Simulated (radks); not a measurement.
Question: The mean radii <r> (bohr) of the occupied orbitals of an atom or ion are listed with their occupations. All-electron calculation, Dirac Kohn-Sham, PBE, spin-unpolarised, spherical densities, point nucleus. Program: a radial shooting solver on a logarithmic mesh with Libxc functionals.

| orbital | occ. | <r> |
|---|---|---|
| 1s1/2 | 2 | 0.02232 |
| 2s1/2 | 2 | 0.09459 |
| 2p1/2 | 2 | 0.07907 |
| 2p3/2 | 4 | 0.08581 |
| 3s1/2 | 2 | 0.2492 |
| 3p1/2 | 2 | 0.2388 |
| 3p3/2 | 4 | 0.2517 |
| 3d3/2 | 4 | 0.2236 |
| 3d5/2 | 6 | 0.2276 |
| 4s1/2 | 2 | 0.5643 |
| 4p1/2 | 2 | 0.5768 |
| 4p3/2 | 4 | 0.6055 |
| 4d3/2 | 4 | 0.6418 |
| 4d5/2 | 6 | 0.6518 |
| 5s1/2 | 2 | 1.318 |
| 5p1/2 | 2 | 1.446 |
| 5p3/2 | 4 | 1.520 |
| 4f5/2 | 5 | 0.8201 |

Name the element and its charge. Open shells, if any, fill j = l - 1/2 first.

Answer: Z = 63, europium, charge +4: Eu4+ in [Xe] 4f5. The 1s radius gives Z: for a bare nucleus <r> = (2 gamma + 1)/(2Z) with gamma = sqrt(1 - (Z/c)^2), 0.02203 bohr for Z = 63, and screening makes it slightly larger (0.02232 here). The occupations add up to 59, and the charge is Z minus that.
